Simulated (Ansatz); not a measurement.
Basis-set extrapolation for CH6B2OS, SMILES `BCSBO` (PBE0-D4/def2-TZVP geometry, frozen core, Ansatz 0.2.0). Multiplicity 1, RHF reference.

```json
{"": "HF", "def2-TZVPP": "-563.252737", "def2-QZVPP": "-563.271784"}
{"": "MP2 correlation", "def2-TZVPP": "-0.803825", "def2-QZVPP": "-0.862825"}
{"": "CCSD(T) correlation", "def2-TZVPP": "-0.884694", "def2-QZVPP": "not run"}
```

Energies in hartree. Use E(X) = E(∞) + A·exp(−7.88·√X) for Hartree–Fock and E(X) = E(∞) + B·X^(−2.97) for correlation, with X = 3 and 4, and add CCSD(T) minus MP2 of the smaller set to the MP2 limit.

**Question.** What is the CCSD(T) energy at the basis-set limit?

**Answer.** HF limit: -563.271784 + (-0.019047) × 0.13774 = -563.27441. MP2 limit: -0.862825 + (-0.059000) × 0.74074 = -0.90653. Higher-order term: -0.884694 − (-0.803825) = -0.08087. Total: -564.26181 hartree, 78.0 kcal/mol below CCSD(T)/def2-TZVPP.
